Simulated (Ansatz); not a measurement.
Frontier orbitals of `[SeH]C1=NC1`.

Cartesian coordinates in Å:
```
Se 1.819 -1.183 0.008
C 0.378 -0.078 0.407
N -0.061 0.602 1.359
C -0.855 0.581 0.058
H 1.350 -1.441 -1.359
H -1.791 0.029 0.066
H -0.840 1.490 -0.538
```

Total charge 0; spin multiplicity 1. Correlated methods include outer-core shells of Se, which these sets cover unevenly. Scalar relativity is left out up to krypton. The structure was optimised at the PBE0-D4/def2-TZVP level. It is one conformer, not always the lowest. Basis def2-TZVPP, the Gaussian-basis code of Ansatz.

```csv
functional,HOMO (eV),LUMO (eV),gap (eV)
PBE,-6.22,-1.48,4.74
revPBE,-6.17,-1.41,4.76
PBE0,-7.34,-0.56,6.78
r2SCANh,-6.88,-0.91,5.97
ωB97X-V,-9.58,1.59,11.17
ωB97M-V,-9.46,1.40,10.86
```

From PBE to PBE0 the HOMO moves by −1.12 eV and the LUMO by +0.92 eV, and with ωB97M-V by −3.24 and +2.88 eV, so the gap grows from 4.74 to 10.86 eV with exact exchange. A positive LUMO is unbound and depends on the basis.
